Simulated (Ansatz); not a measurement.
GaH₃S₂ (`[SH][GaH][SH]`) at its PBE0-D4/def2-TZVP geometry, where that method's forces vanish. The species carries charge 0 and has multiplicity 1.

```xyz
6

S     1.1671    1.4772   -0.3751
Ga   -0.4237    0.3766    0.6679
S    -0.9585   -1.6626    0.0466
H     1.4472    0.4933   -1.2450
H    -1.1751    1.0442    1.8521
H    -0.0570   -1.7288   -0.9464
```

Task: What forces (eV/Å) does PBE-D4/def2-TZVPP give on these atoms in the Gaussian-basis code of Ansatz? (An estimate is asked.)

Result: Computed: 
```
S1   0.113  0.321  0.067
Ga2 -0.053  0.047  0.083
S3  -0.243 -0.205  0.138
H4   0.046 -0.196 -0.163
H5  -0.040  0.036  0.064
H6   0.177 -0.002 -0.189
```
